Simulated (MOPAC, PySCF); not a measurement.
H5GaN2S, SMILES `[NH2][Ga]([NH2])[SH]`, neutral singlet in the gas phase. 

Cartesian coordinates (Å):
SMILES: [NH2][Ga]([NH2])[SH]
```xyz
9

N      0.0943     1.6148     0.0545
Ga     0.1178    -0.2115    -0.0334
N     -1.4177    -1.1594    -0.3122
S      2.0372    -1.3259    -0.0286
H      0.8886     2.1220     0.4096
H     -0.7627     2.1132     0.2364
H     -2.3248    -0.7720    -0.1093
H     -1.4259    -2.1643    -0.2502
H      2.7932    -0.2169     0.0333
```
Charge 0, spin multiplicity 1.

All levels are single points at this geometry (B3LYP-D3(BJ)/def2-TZVP); Pople sets use spherical d functions. Orbital energies aren't observables, and empty levels follow the basis.

B3LYP/3-21G in PySCF gives gap (eV) = 5.91.

Estimate the gap (eV) from each of these levels: PBE-D3(BJ)/def2-TZVP in PySCF; TPSSh-D3(BJ)/def2-TZVP in PySCF; B3LYP/6-31G* in PySCF; B3LYP/LANL2DZ in PySCF; BP86/6-31G* in PySCF; M06-2X/6-31G* in PySCF; PBE/6-31G* in PySCF; HF/6-31G* in PySCF; HF/STO-3G in PySCF; AM1 in MOPAC; PM6 in MOPAC; PM7 in MOPAC.


| level | gap (eV) |
|---|---|
| PBE-D3(BJ)/def2-TZVP in PySCF | 4.60 |
| TPSSh-D3(BJ)/def2-TZVP in PySCF | 5.77 |
| B3LYP/6-31G* in PySCF | 6.10 |
| B3LYP/LANL2DZ in PySCF | 6.60 |
| BP86/6-31G* in PySCF | 4.43 |
| M06-2X/6-31G* in PySCF | 8.75 |
| PBE/6-31G* in PySCF | 4.37 |
| HF/6-31G* in PySCF | 12.66 |
| HF/STO-3G in PySCF | 13.86 |
| AM1 in MOPAC | 7.67 |
| PM6 in MOPAC | 8.83 |
| PM7 in MOPAC | 8.59 |
